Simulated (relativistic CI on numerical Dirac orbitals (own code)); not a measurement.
Energy levels of Tb XXI

Method of calculation: Dirac-Coulomb-Breit CI, orbitals from a KLI potential per configuration, QED by a radiative potential, unscaled Slater integrals (own radial code, finite nucleus).

CI space (outside the closed core [Ar] 3d10): 4s²4p⁶4d⁹, 4s²4p⁵4d¹⁰, 4s²4p⁶4d⁸4f, 4s4p⁶4d¹⁰, 4s²4p⁵4d⁹4f, 4s²4p⁶4d⁸5s, 4s4p⁶4d⁹4f, 4s²4p⁶4d⁸5p, 4s²4p⁶4d⁷4f5s, 4s²4p⁶4d⁸5d, 4s²4p⁶4d⁷5s5p, 4s²4p⁵4d⁹5s, 4s²4p⁶4d⁷5s², 4s²4p⁶4d⁶4f5s², 4s²4p⁵4d⁷4f5s², 4s4p⁶4d⁷4f5s². Double excitations out of closed p, d and f shells are left out; levels of such configurations are missing from the list, as are those of other unlisted configurations, and high levels can miss mixing partners.

The lowest level is 4s²4p⁶4d⁹ ²D5/2, with 100 % of that term; Hund's rules for 4s²4p⁶4d⁹ give ²D with J = 5/2, in agreement.

```
No.  Configuration  Term     J  E (cm⁻¹)    %  Next component (%)  Landé g        jj configuration (%)
  1      4s²4p⁶4d⁹    ²D   5/2         0  100                        1.198               4d5/2^5 (100)
  2      4s²4p⁶4d⁹    ²D   3/2     60815  100                        0.797       4d3/2^3 4d5/2^6 (100)
  3     4s²4p⁵4d¹⁰   ²P°   3/2   1077190   77  22 4s²4p⁶4d⁸4f ²P°    1.334                4p3/2^3 (77)
  4    4s²4p⁶4d⁸4f   ⁴F°   5/2   1175310   40              27 ⁴D°    1.138          4d5/2^4 4f5/2 (94)
  5    4s²4p⁶4d⁸4f   ⁴F°   7/2   1176708   62              20 ⁴D°    1.245          4d5/2^4 4f5/2 (71)
  6    4s²4p⁶4d⁸4f   ⁴D°   3/2   1186161   36              24 ⁴P°    1.248          4d5/2^4 4f5/2 (81)
  7    4s²4p⁶4d⁸4f   ⁴F°   9/2   1187280   77              14 ⁴G°    1.289          4d5/2^4 4f7/2 (55)
  8    4s²4p⁶4d⁸4f   ²F°   5/2   1194650   31              28 ⁴D°    1.209          4d5/2^4 4f5/2 (65)
  9    4s²4p⁶4d⁸4f   ²P°   1/2   1197650   54              16 ²S°    1.085          4d5/2^4 4f7/2 (90)
 10    4s²4p⁶4d⁸4f   ⁴I°  15/2   1202177   91               9 ²K°    1.186          4d5/2^4 4f7/2 (98)
 11    4s²4p⁶4d⁸4f   ⁴I°  13/2   1202696   46              26 ⁴H°    1.119          4d5/2^4 4f5/2 (83)
 12    4s²4p⁶4d⁸4f   ⁴D°   7/2   1204965   60              20 ²F°    1.311          4d5/2^4 4f7/2 (57)
 13    4s²4p⁶4d⁸4f   ⁴H°  11/2   1208775   47              34 ⁴G°    1.158          4d5/2^4 4f5/2 (69)
 14    4s²4p⁶4d⁸4f   ⁴F°   3/2   1212104   43              23 ⁴P°    1.014          4d5/2^4 4f5/2 (39)
 15    4s²4p⁶4d⁸4f   ⁴H°  13/2   1213908   58              34 ²I°    1.158          4d5/2^4 4f7/2 (84)
 16    4s²4p⁶4d⁸4f   ²G°   9/2   1216871   36              25 ⁴H°    1.059          4d5/2^4 4f5/2 (65)
 17    4s²4p⁶4d⁸4f   ⁴G°  11/2   1229270   38              28 ⁴I°    1.120          4d5/2^4 4f7/2 (64)
 18    4s²4p⁶4d⁸4f   ⁴F°   3/2   1229591   44              39 ²D°    0.766  4d3/2^3 4d5/2^5 4f5/2 (67)
 19    4s²4p⁶4d⁸4f   ⁴D°   1/2   1232050   57              35 ²P°    0.305          4d5/2^4 4f5/2 (39)
 20    4s²4p⁶4d⁸4f   ²G°   7/2   1233336   51              22 ⁴H°    0.901          4d5/2^4 4f5/2 (60)
 21    4s²4p⁶4d⁸4f   ⁴P°   5/2   1234406   33              28 ²F°    1.126  4d3/2^3 4d5/2^5 4f5/2 (35)
 22    4s²4p⁶4d⁸4f   ²H°   9/2   1235015   24              23 ⁴I°    0.995          4d5/2^4 4f5/2 (65)
 23    4s²4p⁶4d⁸4f   ²P°   3/2   1243328   41              21 ²D°    1.165          4d5/2^4 4f5/2 (46)
 24    4s²4p⁶4d⁸4f   ²D°   5/2   1245525   33              22 ⁴F°    1.153  4d3/2^3 4d5/2^5 4f5/2 (45)
 25    4s²4p⁶4d⁸4f   ⁴P°   1/2   1245910   39              24 ²P°    1.587  4d3/2^3 4d5/2^5 4f5/2 (62)
 26    4s²4p⁶4d⁸4f   ⁴G°   7/2   1246105   64              11 ⁴H°    0.979  4d3/2^3 4d5/2^5 4f5/2 (61)
 27    4s²4p⁶4d⁸4f   ²G°   9/2   1246929   30              25 ⁴F°    1.053          4d5/2^4 4f7/2 (65)
 28    4s²4p⁶4d⁸4f   ⁴D°   3/2   1250414   43              20 ²P°    1.271  4d3/2^3 4d5/2^5 4f5/2 (70)
 29    4s²4p⁶4d⁸4f   ⁴P°   1/2   1255584   36              25 ²S°    1.557  4d3/2^3 4d5/2^5 4f7/2 (86)
 30    4s²4p⁶4d⁸4f   ²H°  11/2   1258011   36              32 ⁴I°    1.089          4d5/2^4 4f7/2 (41)
 31    4s²4p⁶4d⁸4f   ²G°   9/2   1260224   48              23 ⁴F°    1.157  4d3/2^3 4d5/2^5 4f7/2 (50)
 32    4s²4p⁶4d⁸4f   ²I°  11/2   1261267   37              19 ²H°    1.039          4d5/2^4 4f7/2 (41)
 33    4s²4p⁶4d⁸4f   ⁴F°   5/2   1262583   35              20 ⁴G°    0.966          4d5/2^4 4f7/2 (33)
 34    4s²4p⁶4d⁸4f   ²F°   7/2   1263215   36              35 ²G°    1.088  4d3/2^3 4d5/2^5 4f7/2 (58)
 35    4s²4p⁶4d⁸4f   ⁴I°  13/2   1265869   51              24 ²I°    1.090  4d3/2^3 4d5/2^5 4f7/2 (89)
 36    4s²4p⁶4d⁸4f   ²D°   5/2   1266868   29              20 ⁴D°    1.109  4d3/2^3 4d5/2^5 4f7/2 (32)
 37    4s²4p⁶4d⁸4f   ²P°   3/2   1267264   31              23 ⁴S°    1.442          4d5/2^4 4f7/2 (62)
 38    4s²4p⁶4d⁸4f   ⁴H°   9/2   1268171   39              21 ⁴G°    1.078  4d3/2^3 4d5/2^5 4f5/2 (60)
 39    4s²4p⁶4d⁸4f   ⁴F°   7/2   1276134   46              30 ⁴H°    1.027  4d3/2^3 4d5/2^5 4f5/2 (43)
 40    4s²4p⁶4d⁸4f   ²D°   5/2   1277328   45              27 ⁴G°    0.993  4d3/2^3 4d5/2^5 4f7/2 (35)
 41    4s²4p⁶4d⁸4f   ²K°  13/2   1277962   73              25 ²I°    0.971  4d3/2^3 4d5/2^5 4f5/2 (88)
 42    4s²4p⁶4d⁸4f   ²D°   3/2   1278245   33              31 ⁴F°    0.879  4d3/2^3 4d5/2^5 4f7/2 (69)
 43    4s²4p⁶4d⁸4f   ²H°  11/2   1283631   59              24 ⁴H°    1.115  4d3/2^3 4d5/2^5 4f7/2 (68)
 44    4s²4p⁶4d⁸4f   ⁴D°   1/2   1284186   54              28 ²S°    0.812  4d3/2^3 4d5/2^5 4f5/2 (54)
 45    4s²4p⁶4d⁸4f   ²K°  15/2   1285591   91               9 ⁴I°    1.077  4d3/2^3 4d5/2^5 4f7/2 (98)
 46    4s²4p⁶4d⁸4f   ²F°   7/2   1287560   71              10 ⁴D°    1.130  4d3/2^3 4d5/2^5 4f7/2 (48)
 47    4s²4p⁶4d⁸4f   ²G°   9/2   1289761   35              24 ⁴G°    1.033  4d3/2^3 4d5/2^5 4f5/2 (58)
 48    4s²4p⁶4d⁸4f   ²H°   9/2   1295280   26              25 ⁴I°    1.010  4d3/2^3 4d5/2^5 4f7/2 (69)
 49    4s²4p⁶4d⁸4f   ²F°   5/2   1296068   47              28 ⁴F°    0.949  4d3/2^3 4d5/2^5 4f5/2 (46)
 50    4s²4p⁶4d⁸4f   ²F°   7/2   1296777   27              25 ⁴D°    1.122          4d5/2^4 4f7/2 (62)
 51    4s²4p⁶4d⁸4f   ⁴D°   3/2   1298489   53              15 ⁴S°    1.255  4d3/2^3 4d5/2^5 4f7/2 (38)
 52    4s²4p⁶4d⁸4f   ²F°   5/2   1303488   44              30 ⁴G°    0.873  4d3/2^3 4d5/2^5 4f7/2 (31)
 53    4s²4p⁶4d⁸4f   ⁴G°  11/2   1304103   52              40 ²I°    1.111  4d3/2^3 4d5/2^5 4f7/2 (75)
 54    4s²4p⁶4d⁸4f   ²G°   7/2   1310476   66              21 ⁴G°    0.936  4d3/2^3 4d5/2^5 4f5/2 (55)
 55    4s²4p⁶4d⁸4f   ⁴D°   5/2   1316342   61              25 ²F°    1.192  4d3/2^3 4d5/2^5 4f7/2 (48)
 56    4s²4p⁶4d⁸4f   ⁴D°   7/2   1318715   39              19 ²F°    1.190  4d3/2^3 4d5/2^5 4f7/2 (45)
 57    4s²4p⁶4d⁸4f   ²G°   7/2   1326620   27              25 ²F°    1.003  4d3/2^2 4d5/2^6 4f5/2 (53)
 58    4s²4p⁶4d⁸4f   ²I°  11/2   1327853   55              33 ²H°    1.011  4d3/2^3 4d5/2^5 4f5/2 (73)
 59    4s²4p⁶4d⁸4f   ²G°   9/2   1329743   55              28 ⁴G°    1.095  4d3/2^3 4d5/2^5 4f7/2 (59)
 60    4s²4p⁶4d⁸4f   ²D°   3/2   1330193   44              24 ⁴F°    0.934  4d3/2^3 4d5/2^5 4f5/2 (37)
 61    4s²4p⁶4d⁸4f   ⁴G°   9/2   1331151   35              34 ²H°    1.040  4d3/2^3 4d5/2^5 4f7/2 (46)
 62    4s²4p⁶4d⁸4f   ²F°   5/2   1332046   47              43 ⁴G°    0.771  4d3/2^3 4d5/2^5 4f5/2 (34)
 63    4s²4p⁶4d⁸4f   ²P°   1/2   1333633   45              23 ⁴D°    0.700  4d3/2^2 4d5/2^6 4f5/2 (70)
 64    4s²4p⁶4d⁸4f   ²G°   7/2   1338501   44              29 ⁴G°    0.999  4d3/2^3 4d5/2^5 4f7/2 (35)
 65    4s²4p⁶4d⁸4f   ²H°  11/2   1338960   47              47 ²I°    1.008  4d3/2^3 4d5/2^5 4f7/2 (63)
 66    4s²4p⁶4d⁸4f   ²D°   3/2   1339714   56              17 ⁴D°    0.914  4d3/2^3 4d5/2^5 4f5/2 (37)
 67    4s²4p⁶4d⁸4f   ²I°  13/2   1340094   96               3 ⁴H°    1.078  4d3/2^3 4d5/2^5 4f7/2 (91)
 68    4s²4p⁶4d⁸4f   ²G°   9/2   1341464   62              28 ²H°    1.052  4d3/2^3 4d5/2^5 4f7/2 (63)
 69    4s²4p⁶4d⁸4f   ²F°   7/2   1344776   41              38 ²G°    1.029  4d3/2^3 4d5/2^5 4f5/2 (47)
 70    4s²4p⁶4d⁸4f   ²P°   1/2   1352126   66   22 4s²4p⁵4d¹⁰ ²P°    0.603  4d3/2^3 4d5/2^5 4f5/2 (38)
```

Energies count from the lowest computed level; ° marks odd parity. Filled j subshells are mostly left out of the jj labels.

The mean weight of the leading LS term, summed over parents, in these 70 levels is 50 %, and that of the leading jj configuration (from the same eigenvectors) 61 %, so jj coupling describes them better and the LS labels are nominal.

At this charge energies of transitions that change n are usually good to better than 1 %, and those within a shell (Δn = 0) to a few per cent.

LS names give the leading component of a level, which can be under half, so a name can repeat, a term be missing and a line seem to break the LS rules.
